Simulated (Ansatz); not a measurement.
Input file for C₆H₁₈W (`[CH3][W]([CH3])([CH3])([CH3])([CH3])[CH3]`):

```yaml
crystal:
  periodic: [false, false, false]
  atoms:
    - {symbol: C, position_ang: [0.830372, -1.257065, -1.651957]}
    - {symbol: W, position_ang: [0.186352, -0.059981, -0.016736]}
    - {symbol: C, position_ang: [1.105677, -1.268167, 1.472187]}
    - {symbol: C, position_ang: [-1.639125, -0.404838, -1.152793]}
    - {symbol: C, position_ang: [-1.352622, -0.253858, 1.511649]}
    - {symbol: C, position_ang: [1.794932, 1.324061, -0.153418]}
    - {symbol: C, position_ang: [-0.802317, 1.880257, -0.020047]}
    - {symbol: H, position_ang: [0.277034, -2.180576, -1.824966]}
    - {symbol: H, position_ang: [1.871332, -1.514328, -1.408631]}
    - {symbol: H, position_ang: [0.837763, -0.675777, -2.579062]}
    - {symbol: H, position_ang: [2.155546, -1.341957, 1.153886]}
    - {symbol: H, position_ang: [0.683384, -2.277695, 1.467617]}
    - {symbol: H, position_ang: [1.079550, -0.884933, 2.492692]}
    - {symbol: H, position_ang: [-2.526608, 0.134202, -0.829548]}
    - {symbol: H, position_ang: [-1.459652, -0.191547, -2.211320]}
    - {symbol: H, position_ang: [-1.832787, -1.481016, -1.059919]}
    - {symbol: H, position_ang: [-0.957642, 0.283892, 2.382919]}
    - {symbol: H, position_ang: [-2.333752, 0.150038, 1.273043]}
    - {symbol: H, position_ang: [-1.460440, -1.305992, 1.793727]}
    - {symbol: H, position_ang: [2.678378, 0.697722, -0.343693]}
    - {symbol: H, position_ang: [1.948028, 1.836622, 0.801211]}
    - {symbol: H, position_ang: [1.725129, 2.072936, -0.942914]}
    - {symbol: H, position_ang: [-1.875101, 1.883857, 0.158245]}
    - {symbol: H, position_ang: [-0.614411, 2.293522, -1.019142]}
    - {symbol: H, position_ang: [-0.319030, 2.540631, 0.706951]}
basis:
  gaussian: {orbitals: def2-SVP}
correlation: {method: ccsd_t}
```

```sh
$ ansatz run in.yaml --threads 4 --pin off --events-out ev --progress --plain --max-ram 66560MiB --backend cuda --devices 0, --max-vram 37GiB
```

Output of Ansatz, abridged:

```
Functional definition: HF
2129 factors; integrals over basis functions are off by at most 1.5e-3 eV
mean field evaluation 1: about -8255.5274 eV, gradient 5.9e1 eV
mean field evaluation 2: about -8255.5406 eV, gradient 5.9e1 eV
mean field evaluation 4: about -8264.5001 eV, gradient 1.1e1 eV
mean field evaluation 8: about -8264.8551 eV, gradient 2.2e-1 eV
mean field evaluation 16: about -8264.8079 eV, gradient 3.2e0 eV
mean field -8264.85540356 eV, -303.7278339605 hartree, gradient 2.5e-6 eV, S^2 0.000000; 0 other end points of the search recorded, 0 dependent functions left out
6 core orbitals not correlated: weight in the atoms' cores, before any rotation towards them, 1.000 or more for the frozen orbitals, at most 0.000 for the correlated occupied ones
reference -8264.85540356 eV, -303.7278339605 hartree; 28, 28 occupied and 172, 172 virtual orbitals, 2129 factors
second order -35.49437650 eV of doubles, -0.00000000 eV of singles
cycle   1  -35.77789779 eV  change   -2.8e-1 eV  update   1.9e-1
cycle   2  -36.87571124 eV  change    -1.1e0 eV  update   7.2e-2
cycle   3  -37.25235241 eV  change   -3.8e-1 eV  update   4.0e-2
cycle   4  -37.25870633 eV  change   -6.4e-3 eV  update   1.8e-2
cycle   5  -37.25980057 eV  change   -1.1e-3 eV  update   9.9e-3
cycle   6  -37.25969363 eV  change    1.1e-4 eV  update   3.9e-3
cycle   7  -37.25792316 eV  change    1.8e-3 eV  update   2.0e-3
cycle   8  -37.25947842 eV  change   -1.6e-3 eV  update   8.9e-4
cycle   9  -37.25997501 eV  change   -5.0e-4 eV  update   3.9e-4
cycle  10  -37.25959035 eV  change    3.8e-4 eV  update   1.4e-4
cycle  11  -37.25974232 eV  change   -1.5e-4 eV  update   5.0e-5
cycle  12  -37.25982184 eV  change   -8.0e-5 eV  update   2.0e-5
cycle  13  -37.25981634 eV  change    5.5e-6 eV  update   8.5e-6
perturbative correction -1.46975451 eV, -0.0540124820 hartree
Total energy: -8303.58497441 eV, -305.1511194375 hartree
```

Hardware: 4 threads of an AMD EPYC 7R13 on a shared host and a share of an NVIDIA H100 80 GB. Wall time 12 s, peak host memory 0.82 GiB.

Correlation energy per correlated electron: -0.692 eV. T1 diagnostic: 0.0192.
